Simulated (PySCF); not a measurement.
# Electron correlation in Kr (krypton, neutral)

[Kr], closed-shell 1S. All numbers are calculated (PySCF 2.14, a scalar-relativistic core potential, in aug-cc-pwCVTZ-PP with ECP10MDF (8s7p6d4f1g, 96 functions)). Frozen: 3s2 3p6 3d10; 8 electrons correlated.

```csv
level,correlation energy (mhartree)
CCSD,-197.31
(T),-6.46
CCSD(T),-203.77
```

Diagnostics: T1 = 0.0023, D1 = 0.0061, largest double amplitude 0.028.

Q: Is a single reference adequate?

A: Yes, within this model without spin-orbit coupling: T1 lies below 0.03 and no double amplitude reaches 0.07.
